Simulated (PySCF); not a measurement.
These compounds are isomers of formula C$_{5}$H$_{13}$NO$_{3}$Si.

A. SMILES CN[Si@@H]1OCC[C@@H](OC)O1
B. `C[C@@H](C=O)O[Si@H](O)N(C)C`
C. SMILES CCO[Si]1(N)OCCCO1

Spectrum 1. ¹H NMR (500 MHz, computed): δ 9.82 (d, 1H), 4.59 (s, 1H), 4.54 (m, 1H), 3.86 (br s, 1H), 2.62 (s, 6H), 1.56 (d, 3H). ¹³C{¹H} NMR (computed): δ 212.5 (CH), 77.7 (CH), 38.2 (CH3), 19.1 (CH3).

Spectrum 2. ¹H NMR (500 MHz, computed): δ 5.09 (m, 1H), 5.09 (s, 1H), 4.85 (m, 1H), 3.99 (m, 1H), 3.75 (s, 3H), 2.68 (s, 3H), 2.26 (m, 1H), 1.52 (m, 1H), 0.34 (br s, 1H). ¹³C{¹H} NMR (computed): δ 100.6 (CH), 60.5 (CH2), 57.0 (CH3), 40.9 (CH2), 28.1 (CH3).

Spectrum 3. ¹H NMR (500 MHz, computed): δ 4.43 (m, 2H), 4.31 (m, 2H), 4.00 (q, 2H), 2.10 (m, 1H), 1.22 (m, 1H), 1.21 (t, 3H), 0.31 (br s, 2H). ¹³C{¹H} NMR (computed): δ 68.6 (CH2), 61.8 (CH2), 36.3 (CH2), 20.2 (CH3).

One computed conformer, no solvent model, one averaged value for each set of equivalent atoms, no relativistic terms. GFN2-xTB geometry; NMR shieldings at PBE0/pcSseg-1/GIAO; PySCF.

Chemical shifts δ = σref − σ; ¹H, ¹³C vs TMS, all at this level. Where no couplings were computed, multiplicities follow the n + 1 count of equivalent neighbours, and m marks all less simple cases (inequivalent or close neighbours, rings, F or P nearby). Shifts are as computed. Against solution values, carbons near 30 ppm lie about +3 ppm off and those near 130 ppm about +5 ppm. Of 1211 compounds with measured shifts, 218 miss one by over three times the rms of a fit or turn the order of signals round; such compounds aren't used in these exercises. OH and NH positions are gas-phase values without hydrogen bonding to other molecules.

**Question.** Which spectrum belongs to which compound?

**Answer.** 1–B, 2–A, 3–C.

- Spectrum 1 (B): 4 ¹³C signals; δC 212.5 is an aldehyde carbonyl carbon; δC 77.7 is an sp3 CH bonded to O, α to a carbonyl.
- Spectrum 2 (A): 5 ¹³C signals; δC 100.6 is an sp3 carbon bearing two oxygens; δC 60.5 is an sp3 CH2 bonded to O.
- Spectrum 3 (C): 4 ¹³C signals; δC 68.6 is an sp3 CH2 bonded to O; δC 61.8 is an sp3 CH2 bonded to O.
